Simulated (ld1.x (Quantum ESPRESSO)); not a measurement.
**Transferability test, RRKJ potential for osmium**

* Element: Os (Z = 76)
* Generator: ld1.x (Quantum ESPRESSO) 7.5
* Type: norm-conserving RRKJ (Kleinman–Bylander form)
* Functional: LDA (PZ)
* Relativity: scalar-relativistic
* Frozen core: [Kr] 4d10 4f14
* Valence charge: 16
* Reference configuration: 5s2 5p6 5d6 6s0 6p0 (charge +2)
* Partial waves: 5p (bound): rc 1.70 bohr; 5d (bound): rc 1.40 bohr; 5s (bound): rc 1.50 bohr
* Local potential: the s channel
* Core correction: none
* rho0: 0.001

Energies are relative to the spin-unpolarised reference configuration 5s2 5p6 5d6 6s0 6p0; without spin polarisation the order of configurations can differ from experiment. Spin-polarised rows fill each open shell by Hund’s rule, majority spin first. The frozen-core shift is the all-electron ΔE with the core orbitals held at their reference shape minus the fully relaxed ΔE.

| valence configuration | charge | ΔE all-electron (eV) | error AE − PS (meV) | frozen-core shift (meV) |
| --- | --- | --- | --- | --- |
| 5s2 5p6 5d6 6s1 6p0 | +1 | -17.284 | +1572 | -5.0 |
| 5s2 5p6 5d5 6s0 6p0 | +3 | 29.155 | -3.9 | +7.6 |
| 5s2 5p6 5d6 6s0 6p1 | +1 | -11.037 | +106 | -4.1 |
| 5s2 5p6 5d6.5 6s1.5 6p0 | 0 | -27.074 | +1854 | -4.9 |
| 5s2 5p6 5d6 6s0 6p2 | 0 | -16.517 | +152 | -6.0 |
| 5s2 5p6 5d5 6s2 6p0 | +1 | -15.843 | +3475 | -8.2 |
| 5s2 5p6 5d6 6s0 6p0 (spin-polarised) | +2 | -2.288 | +226 | +11 |
| 5s2 5p6 5d6 6s2 6p0 (spin-polarised) | 0 | -29.167 | +2751 | +1.9 |

(1) What are ΔE and the potential's error for 5s2 5p6 5d6 6s2 6p0?

Levels in the configuration 5s2 5p6 5d6 6s1 6p0:

| level | all-electron (eV) | pseudo (eV) |
| --- | --- | --- |
| 5s | -99.953 | -99.209 |
| 5p | -59.187 | -58.537 |
| 5d | -14.403 | -13.956 |
| 6s | -13.475 | -14.750 |

Results:

(1) ΔE = -27.147 eV all-electron; the error (AE − PS) is +2609 meV.

A variational frozen-core shift is positive and of second order in the change. This column holds negative values, so the frozen-core run of ld1.x carries numerical noise or an error of first order here, and the column gives no more than the rough size of the effect.
